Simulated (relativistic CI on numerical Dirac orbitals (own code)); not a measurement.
# d4 in a ligand field

Computed with a parametric ligand-field model of a d^n configuration (Racah B and C, spin-orbit zeta, crystal field), exact diagonalisation.

Field parameters in Wybourne normalisation: Oh B⁴₀ = 21Dq, B⁴₄ = √(5/14) B⁴₀. The field is a parameter set, without covalency.

Ground term and bands for B = 620, C = 2770, ζ = 0 cm⁻¹, Oh, 10Dq = 23750 cm⁻¹?

Ground term 3T1 with 0.02 electrons in the two orbitals of the cubic e set. Spin-allowed: 3E 21232 cm⁻¹ (471 nm), 3T1 21942 cm⁻¹ (456 nm), 3T2 22659 cm⁻¹ (441 nm), 3A1 23658 cm⁻¹ (423 nm). Lowest spin-forbidden: 5E 6998 cm⁻¹ (1429 nm), 1T2 7976 cm⁻¹ (1254 nm), 1E 8822 cm⁻¹ (1133 nm).

Ground term and bands for B = 360, C = 1490, ζ = 0 cm⁻¹, Oh, 10Dq = 13850 cm⁻¹?

Ground term 3T1 with 0.02 electrons in the two orbitals of the cubic e set. Spin-allowed: 3E 12477 cm⁻¹ (801 nm), 3T1 12850 cm⁻¹ (778 nm), 3T2 13258 cm⁻¹ (754 nm), 3A1 13885 cm⁻¹ (720 nm). Lowest spin-forbidden: 1T2 4389 cm⁻¹ (2279 nm), 5E 4685 cm⁻¹ (2134 nm), 1E 4892 cm⁻¹ (2044 nm).

A d4 ion in Oh symmetry has the ground term 3T1 and bands at 5E 2253 cm⁻¹, 1T2 5260 cm⁻¹ (1901 nm), 1E 5807 cm⁻¹ (1722 nm), 3E 11761 cm⁻¹ (850 nm), 3T1 12249 cm⁻¹ (816 nm), 3T2 12706 cm⁻¹ (787 nm), 3A1 13333 cm⁻¹ (750 nm). Which parameters reproduce them?

B = 400, C = 1870, ζ = 0 cm⁻¹, Oh, 10Dq = 13400 cm⁻¹.

A d4 ion in Oh symmetry has the ground term 3T1 and bands at 1T2 4398 cm⁻¹ (2274 nm), 1E 4737 cm⁻¹ (2111 nm), 1A1 10736 cm⁻¹ (931 nm), 3E 35084 cm⁻¹ (285 nm), 3T1 35382 cm⁻¹ (283 nm), 3T2 35812 cm⁻¹ (279 nm), 3A1 36501 cm⁻¹ (274 nm). Which parameters reproduce them?

B = 370, C = 1300, ζ = 0 cm⁻¹, Oh, 10Dq = 36500 cm⁻¹.

A d4 ion in Oh symmetry has the ground term 3T1 and bands at 5E 10909 cm⁻¹ (917 nm), 1T2 11476 cm⁻¹ (871 nm), 1E 12751 cm⁻¹ (784 nm), 3E 31349 cm⁻¹ (319 nm), 3T1 32348 cm⁻¹ (309 nm), 3T2 33398 cm⁻¹ (299 nm), 3A1 34949 cm⁻¹ (286 nm). Which parameters reproduce them?

B = 920, C = 3940, ζ = 0 cm⁻¹, Oh, 10Dq = 34950 cm⁻¹.
